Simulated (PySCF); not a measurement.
PySCF 2.14 output of an unrestricted LDA calculation on a single atom or ion in x2c-SVPall (5s3p3d1f, 36 functions), with scalar relativity by spin-free X2C-1e:

```
SCF conv_tol = 1e-09
number electrons alpha = 12  beta = 9
    P. A. M. Dirac.,  Math. Proc. Cambridge Philos. Soc. 26, 376 (1930)
    F. Bloch.,  Z. Phys. 57, 545 (1929)
    S. H. Vosko, L. Wilk, and M. Nusair.,  Can. J. Phys. 58, 1200 (1980)
cycle= 1 E= -1046.1770082027  delta_E= -0.00139  |g|= 0.0103  |ddm|= 0.052
cycle= 2 E= -1046.17705494011  delta_E= -4.67e-05  |g|= 0.00278  |ddm|= 0.0136
cycle= 3 E= -1046.17705870486  delta_E= -3.76e-06  |g|= 7.31e-06  |ddm|= 0.00293
cycle= 4 E= -1046.17705870488  delta_E= -2.25e-11  |g|= 1.08e-08  |ddm|= 7e-06
converged SCF energy = -1046.17705870488  <S^2> = 3.7501256  2S+1 = 4.0000628
```

The run itself started from symmetry-adapted Hartree-Fock orbitals and held the occupation by maximum overlap, on a logarithmic radial grid, so the iterations belong to that start.

Problem. Which element, charge and spin multiplicity is this?

Solution. Cr³⁺ (chromium, charge +3), multiplicity 4; the state was [Ar] 3d3, high-spin 4F determinant.
